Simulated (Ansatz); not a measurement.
CH$_{6}$BNSi, SMILES `CB1N[SiH2]1`, relaxed with RKS PBE0-D4/def2-TZVP in Ansatz from a PBE-D4/def2-SVP geometry. The force threshold is 0.005 eV/Å; the program also tests the step.

The species carries charge 0 and has multiplicity 1.

Start:

```xyz
10

C     1.659   -0.441   -0.369
B     0.186   -0.041   -0.037
N    -0.611    1.090    0.078
Si   -1.707   -0.290    0.432
H     2.092   -1.046    0.455
H     1.685   -1.094   -1.268
H     2.318    0.433   -0.551
H    -0.511    2.106   -0.015
H    -2.273   -0.279    1.829
H    -2.838   -0.438   -0.553
```

```csv
step,energy (eV),largest force (eV/Å),largest move (Å)
1,-11173.2293,0.665,0.000
2,-11173.2696,0.340,0.022
3,-11173.2787,0.101,0.015
4,-11173.2793,0.068,0.005
5,-11173.2795,0.011,0.007
6,-11173.2795,0.006,0.003
7,-11173.2795,0.004,0.002
```

End:

```xyz
10

C     1.645   -0.438   -0.367
B     0.176   -0.064   -0.036
N    -0.607    1.069    0.081
Si   -1.698   -0.263    0.424
H     2.085   -1.016    0.450
H     1.681   -1.085   -1.249
H     2.277    0.435   -0.554
H    -0.491    2.067   -0.008
H    -2.253   -0.279    1.804
H    -2.815   -0.425   -0.544
```

Hardware: 2 threads of an Arm Neoverse V2 on a shared host. Wall time 24 s, peak host memory 0.33 GiB.
